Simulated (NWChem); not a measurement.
System: BH₂OI; SMILES OBI

```xyz
5

B     -0.5953     1.4772     0.0000
H     -1.7713     1.7223     0.0000
I      0.0220    -0.5859     0.0000
O      0.2954     2.4702     0.0000
H      1.2176     2.1851     0.0000
```
Atoms are numbered in this order, from 1.

All runs: NWChem. Structure relaxed at the PBE0/def2-SVP level. def2 effective core potentials on I; no spin-orbit coupling. Ions are spin-unrestricted doublets at the neutral geometry; other ion states weren't tried. Functional: LC-ωPBE (HJS hole) with def2-SVP; rows give the range parameter ω in 1/bohr.

```
range parameter (1/bohr)  vertical ionisation energy, ΔSCF (eV)  −ε(HOMO) (eV)  ΔSCF minus −ε(HOMO) (eV)
------------------------  -------------------------------------  -------------  ------------------------
0.05                                                       9.96           7.20                      2.76
0.10                                                       9.97           7.90                      2.07
0.20                                                          ?              ?                         ?
0.25                                                      10.06           9.43                      0.63
0.35                                                      10.13          10.05                      0.08
```

**Question.** Fill in the missing entries.

**Answer.** 
- 0.20, vertical ionisation energy, ΔSCF (eV): 10.03
- 0.20, −ε(HOMO) (eV): 9.02
- 0.20, ΔSCF minus −ε(HOMO) (eV): 1.01
